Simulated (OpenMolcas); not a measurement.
W5+ among 5 point charges of -1 e arranged as a square pyramid (C4v), 2.31 Å from the ion, with the axial distance 2.587 Å.
```
   2.3100    0.0000    0.0000  -1.00
   0.0000    2.3100    0.0000  -1.00
  -2.3100    0.0000    0.0000  -1.00
   0.0000   -2.3100    0.0000  -1.00
   0.0000    0.0000    2.5872  -1.00
```

```json
{"Program": "OpenMolcas 26.06", "Method": "SS-CASPT2, IPEA 0.25 Eh, imaginary shift 0.1 Eh (closed shells correlated: 4f 5s 5p)", "Basis": "ANO-RCC-VDZP [7s6p4d2f1g]", "Scalar Hamiltonian": "DKH2, point nucleus", "Active space": "1 electron in 5 orbitals (5d)", "State averaging": "2S+1 = 2 even, 5 roots", "Spin-orbit coupling": "state interaction with AMFI integrals over the reference wave functions"}
```

(1) What is the spin-free ground state?

(2) Where is the first state of the same spin?

(3) What are the lowest two levels with spin-orbit coupling?

(4) What is χT at 300 K, and how does it compare with the textbook value?

Answers

(1) A state of multiplicity 2, 2-fold in its orbital part, 100 % from free-ion D terms; it has the highest spin that d1 allows.

(2) A 1-fold state lies at 214 cm-1 above the ground state. The two act as a nearly degenerate pair, with unquenched orbital momentum.

(3) A 2-fold level with g = 0.78, 1.60, 1.60, then a 2-fold level 3290 cm-1 above it. Their leading multiplicities are 2 (100 %) and 2 (100 %).

(4) The lowest level has 2S+1 = 2, for which the spin-only value is χT = S(S+1) / 2 = 0.375 cm3 K/mol (g = 2). The computed 0.194 at 300 K differs by -0.181, through orbital momentum, spin-orbit coupling and any other state in reach.

Spin-orbit coupling mixes the spin-free states strongly: the lowest level takes only 61 % from its leading state, an unlabelled state of the same spin as most of the rest. An orbital doublet at a regular site is open to a Jahn-Teller distortion, which this geometry leaves out. Free-ion shares, where given, are those of the reference states; single-state CASPT2 does not remix them. Point charges carry no covalency, so the field is a model and not that of real ligands. An unlabelled pair can be two single states that coincide in this model. No measured value stands beside these numbers.
